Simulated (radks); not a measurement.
Values are calculated unless marked as measured or tabulated.
Spherical quantum dot in the effective-mass picture: electrons in a parabolic well V = omega^2 r^2 / 2 with omega = 1.86, all in effective atomic units (hartree* = m*/eps^2 hartree, bohr* = eps/m* bohr), one dielectric constant everywhere. Level of theory: non-relativistic Kohn-Sham, r2SCAN, spin-polarised, spherical densities, generalised Kohn-Sham scheme (a radial shooting solver with Libxc functionals). Levels are named by radial order and angular momentum (1s, 1p, 1d, 2s, ...), and open shells are averaged over m.

N = 2, configuration 1s2. This is the lowest configuration that the search found. Occupied and some empty levels:

level  occupation  eigenvalue (hartree*)  <r> (bohr*)
1s              2                 4.1608       0.8689
1p              0                 5.9112        1.133
1d              0                 7.7532        1.339
2s              0                 7.8486        1.237

Energy (hartree*): total 6.60419, kinetic 2.5451, external 3.0613, Hartree 2.0701, exchange-correlation -1.0723.
